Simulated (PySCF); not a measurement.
C6H8NO (doublet state).
Z-matrix (Å and degrees, GFN2-xTB geometry), rows numbered from 1:
```
C 
C   1  1.4702
C   2  1.3780  1  136.42
C   3  1.4079  2   93.61  1  -179.99
C   4  1.4378  3  137.72  2  -179.12
N   5  1.3707  4  114.71  3    -2.18
O   5  1.2230  4  123.82  3   178.53
C   2  1.5190  1  131.67  3   179.92
H   1  1.0921  2  110.32  3   121.55
H   1  1.0921  2  110.23  3  -120.71
H   1  1.0876  2  111.02  3     0.42
H   3  1.0761  2  132.64  1    -0.06
H   6  1.0050  5  118.36  4   176.70
H   6  1.0026  5  121.83  4     5.96
H   8  1.0886  2  115.91  1    64.90
H   8  1.0885  2  115.86  1   -65.08
```

The hyperfine couplings belong to this conformer and change with its torsions.

Identity: `C[C]1C=C(C(N)=O)C1` [radical].

Method used: PySCF, UKS B3LYP, pcH-1 on C H N O, non-relativistic, mean-field spin-orbit, GIAO. One conformer (not necessarily the lowest) at the GFN2-xTB geometry, without solvent, vibrations or thermal averaging. Couplings are sensitive to structure, and on GFN2-xTB geometries they can be far from those on DFT ones. No stability test was run, so a lower SCF solution isn't excluded. ⟨S²⟩ is 0.773 where a pure state has 0.75.

Computed for the main isotopes (class means, splittings of 0.05 mT or more): g = 2.0033; H9/H10/H11 1H +44.3 MHz (1.58 mT); H15/H16 1H +13.9 MHz (0.50 mT); H12 1H +8.2 MHz (0.29 mT); H13 1H -4.1 MHz (0.15 mT); H14 1H -2.9 MHz (0.10 mT); 96 first-order lines, 6.28 mT wide.

Problem. What changes when 1H at H13 is replaced by 2H?

Solution. At a fixed geometry a is proportional to g_N: 0.85744/5.58569 = 0.1535, so a goes from -4.1 to -0.6 MHz (0.023 mT). The spin goes from 1/2 to 1, so the 1:1 doublet becomes a 1:1:1 triplet. The spectrum then has 144 first-order lines over 6.17 mT, counting the new splitting although it is under 0.05 mT.

Problem. Where do the 13C satellites of C4 appear, and how strong are they?

Solution. a = +59.8 MHz, or 2.13 mT in magnitude, and I = 1/2, so to first order each main line has two satellites, at ±1.07 mT. The isotope's abundance is about 1.07 %, shared among 2 lines, so each has 0.54 % of the main line's intensity.

Problem. Where do the 13C satellites of C2 appear, and how strong are they?

Solution. a = +53.8 MHz, or 1.92 mT in magnitude, and I = 1/2, so to first order each main line has two satellites, at ±0.96 mT. The isotope's abundance is about 1.07 %, shared among 2 lines, so each has 0.54 % of the main line's intensity.

Problem. Where do the 13C satellites of C3 appear, and how strong are they?

Solution. a = -42.2 MHz, or 1.50 mT in magnitude, and I = 1/2, so to first order each main line has two satellites, at ±0.75 mT. The isotope's abundance is about 1.07 %, shared among 2 lines, so each has 0.54 % of the main line's intensity.

Class means assume fast exchange of nuclei equivalent by connectivity; if that motion is slow, each nucleus keeps its own coupling. H13 and H14 aren't averaged: N6 is flat or nearly so (angle sum 359°), and its turn about the short N6–C5 bond (1.37 Å) is taken as slow. The three 1H nuclei of mean +44.3 MHz run from 1.8 to 66.1 MHz in the frozen geometry.

Hardware: an Arm Neoverse N1 with one thread (shared host). Cost: 1.8 min wall (grids of density and orbitals included), 0.97 GiB resident at most.
